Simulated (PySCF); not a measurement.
All values below come from PBE-D3(BJ)/def2-TZVP // PBE0-D3(BJ)/def2-TZVP (PySCF). Isolated molecules, 0 K electronic values unless said otherwise. One relaxed conformer stands for a flexible species; it need not be the lowest. Excitations are Tamm–Dancoff values on a coarser integration grid. The basis has no diffuse functions, so Rydberg states are missing or too high.

Reference species (SMILES): `C=C(S)SS` (neutral, multiplicity 1).

```yaml
LUMO: -1.84 eV
T1 excitation (TDA): 3.59 eV
HOMO–LUMO gap: 3.82 eV
```

Changed species: `S/C=C/SS`.

**Question.** Predict the effect on the LUMO, T1 excitation (TDA) and HOMO–LUMO gap.

**Answer.** the LUMO drops by 0.17 eV, to -2.01 eV; the T1 excitation (TDA) decreases by 0.52 eV, to 3.07 eV; the HOMO–LUMO gap falls by 0.44 eV, to 3.38 eV.
